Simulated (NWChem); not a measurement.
System: CHClF2; SMILES FC(F)Cl

NWChem input:

```
start job
memory heap 200 mb stack 900 mb global 1100 mb
geometry units angstroms noautoz
  F     -0.144391     1.032874     1.079018
  C      0.364219     0.447702     0.000000
  F     -0.144391     1.032874    -1.079018
  Cl    -0.053378    -1.271320     0.000000
  H      1.461076     0.542661     0.000000
end
basis spherical
  * library def2-tzvpd
end
dft
  xc xcamb88 1.00 lyp 0.81 vwn_5 0.19 hfexch 1.00
  cam 0.33 cam_alpha 0.19 cam_beta 0.46
  iterations 150
  semidirect filesize 400000000
  mulliken
end
task dft energy
```

Structure relaxed at the PBE0/def2-SVP level.

Problem. What results follow from this input? (CAM-B3LYP/def2-TZVPD.) Quantities: energy (Ha); highest occupied level (eV); orbital gap (eV); dipole (D).

Solution. 
```
Item                          Result
---------------------------  -------
energy (Ha)                  -698.66
highest occupied level (eV)   -11.08
orbital gap (eV)               11.84
dipole (D)                      1.44
```
